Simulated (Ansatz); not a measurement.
Reaction (formal hydrolysis of the Si–Cl bond): `O/C=C/[SiH2]Cl` + H₂O → `O/C=C/[SiH2]O` + HCl

Program: Ansatz. Geometries: PBE0-D4/def2-TZVP. ΔE: electronic, gas phase. CCSD(T)/CBS adds triple-zeta CCSD(T) − MP2 to the extrapolated MP2 energy (def2 sets, frozen cores). This one scheme is used for every species. Double bonds are as drawn, so ΔE can hold a change between cis and trans. Functionals use def2-TZVPP. B3LYP here is the variant with VWN-RPA as its local correlation; programs differ in this. Each species was taken in one conformer, which may not be the lowest.

```tsv
level	ΔE (kJ/mol)	difference from CCSD(T)/CBS
PBE-D4	12.5	3.6
r2SCAN-D4	6.6	-2.3
PBE0-D4	12.1	3.2
B3LYP-D4	5.3	-3.6
ωB97X-V	5.6	-3.3
ωB97M-V	6.4	-2.5
B2PLYP	3.4	-5.5
PBE	11.4	2.5
r2SCAN	6.3	-2.6
PBE0	11.1	2.2
B3LYP	3.4	-5.5
HF/def2-TZVPP	-0.5	-9.4
MP2/def2-TZVPP	6.6	-2.3
SCS-MP2/def2-TZVPP	3.0	-5.9
CCSD/def2-TZVPP	1.3	-7.6
CCSD(T)/def2-TZVPP	2.5	-6.4
HF/def2-QZVPP	-0.1	-9.0
MP2/def2-QZVPP	10.4	1.5
SCS-MP2/def2-QZVPP	6.9	-2.0
HF/CBS(def2)	0.0	-8.9
MP2/CBS(def2)	13.0	4.1
CCSD/CBS(def2)	7.8	-1.1
CCSD(T)/CBS	8.9	0
```

Largest T1 diagnostic among the species: 0.013.
